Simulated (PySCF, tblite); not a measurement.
Isomers of [C5H12PS]+ (charge +1), one GFN2-xTB conformer each. Single-point energies are computed at PBE0/pcSseg-1 (PySCF, gas phase, no added dispersion term), electronic only.

Task: Rank them by PBE0/pcSseg-1 energy, lowest first (kJ/mol).
A. `[CH3:1][S:2][CH2:3][P@@H+:4]1[CH2:5][C@@H:6]1[CH3:7]` (charge +1) with C1–S2–C3–P4 -80°, S2–C3–P4–C5 -6°
B. `[CH3:1][PH+:2]1[CH2:3][CH2:4][S:5][CH2:6][CH2:7]1` (charge +1) with C1–P2–C3–C4 -173°, P2–C3–C4–S5 64°, C3–C4–S5–C6 -70°, C4–S5–C6–C7 70°

Result: B (0.0), A (165.5).

As drawn, the higher has a three-membered ring, which the lower lacks. GFN2-xTB itself gives, in the same order: 0.0, 168.7. Both levels put the same isomer lowest.

Task: Which frontier levels and rotational constants go with these structures?

Result: 
| SMILES | HOMO (eV, PBE0/pcSseg-1) | LUMO (eV) | A, B, C (MHz) |
| --- | --- | --- | --- |
| C[PH+]1CCSCC1 | -10.62 | -3.92 | 3210, 1320, 1040 |
| CSC[P@@H+]1C[C@@H]1C | -11.00 | -5.26 | 2819, 1163, 1071 |

Task: What happens when harmonic zero-point energies from GFN2-xTB frequencies are added?

Result: 
| SMILES | ZPE (kJ/mol) | electronic (kJ/mol) | with ZPE (kJ/mol) |
| --- | --- | --- | --- |
| C[PH+]1CCSCC1 | 410.3 | 0.0 | 0.0 |
| CSC[P@@H+]1C[C@@H]1C | 403.3 | 165.5 | 158.5 |

The zero-point energies span 7.0 kJ/mol. The order is unchanged.
